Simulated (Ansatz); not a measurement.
`C=C[Se]C=N`. Charge 0, multiplicity 1. Correlated methods include outer-core shells of Se, which these sets cover unevenly. Scalar relativity is left out up to krypton.

Z-matrix (Å, degrees):
```
C
C 1 1.325
H 1 1.084 2 120.2
H 1 1.084 2 122.7 3 180.0
Se 2 1.889 1 124.4 3 179.9
H 2 1.086 1 121.2 3 0.0
C 5 1.897 2 97.2 1 179.6
N 7 1.257 5 120.6 2 179.9
H 7 1.097 5 113.1 2 -0.1
H 8 1.018 7 111.4 5 -180.0
```

**Question.** Give the diagnostics of a CCSD(T)/def2-TZVPP run (frozen core, the Gaussian-basis code of Ansatz). (An estimate is asked.)

**Answer.** The calculation gave: T1 = 0.0122, largest single amplitude 0.023, largest double 0.048, (T) share of the correlation energy 4.5 %, 10 CCSD cycles. The RHF solution is stable towards an unrestricted one. T1 lies under the customary mark of 0.02 for closed shells.
